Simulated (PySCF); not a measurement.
C3H6FNSi. Atoms are numbered in the order given.

```xyz
12

F     -1.7256    -1.5303    -0.0010
C     -0.7713    -0.6484    -0.4733
C     -0.9276     0.7305     0.1982
Si     0.8507     1.3936     0.2349
C      1.4770    -0.4069     0.0348
N      0.5470    -1.2409    -0.2748
H     -0.9146    -0.5696    -1.5781
H     -1.6864     1.3615    -0.3010
H     -1.2595     0.5559     1.2435
H      1.2046     2.2667    -0.9399
H      1.2733     2.0857     1.5006
H      2.5053    -0.8032     0.1598
```

Geometry optimised at PBE-D3(BJ)/def2-SVP. The structure was generated by enumeration; whether it is a known compound was not checked. The values are those of a single conformer.

Computed with PBE/def2-TZVP in PySCF.

ESP charges are fitted to the potential on shells at 1.4 to 2.0 van der Waals radii. Atomic charges (e):

| atom | Löwdin | ESP fit |
|---|---|---|
| F1 | 0.13 | -0.25 |
| C2 | [?] | 0.40 |
| C3 | [?] | -0.35 |
| Si4 | 0.29 | 0.25 |
| C5 | [?] | 0.12 |
| N6 | 0.13 | -0.44 |
| H7 | 0.14 | 0.07 |
| H8 | 0.14 | 0.10 |
| H9 | 0.16 | 0.15 |
| H10 | [?] | -0.07 |
| H11 | [?] | -0.06 |
| H12 | [?] | 0.08 |

Complete the blanks. (An estimate is asked for; the answer gives what the named calculation found.)


- C2, Löwdin: -0.42
- C3, Löwdin: -0.36
- C5, Löwdin: -0.31
- H10, Löwdin: -0.02
- H11, Löwdin: -0.02
- H12, Löwdin: 0.13

Give the Mayer and Wiberg (Löwdin basis) orders of the bonds. (The exact figures need the calculation; the answer reports its results.)


| bond | Mayer | Wiberg |
|---|---|---|
| F1–C2 | 1.11 | 1.66 |
| C2–C3 | 0.98 | 1.20 |
| C3–Si4 | 1.00 | 1.11 |
| Si4–C5 | 0.96 | 1.08 |
| C2–N6 | 1.02 | 1.32 |
| C5–N6 | 1.91 | 2.26 |
| C2–H7 | 0.96 | 0.83 |
| C3–H8 | 0.94 | 0.86 |
| C3–H9 | 0.92 | 0.83 |
| Si4–H10 | 0.93 | 0.92 |
| Si4–H11 | 0.93 | 0.93 |
| C5–H12 | 0.92 | 0.88 |
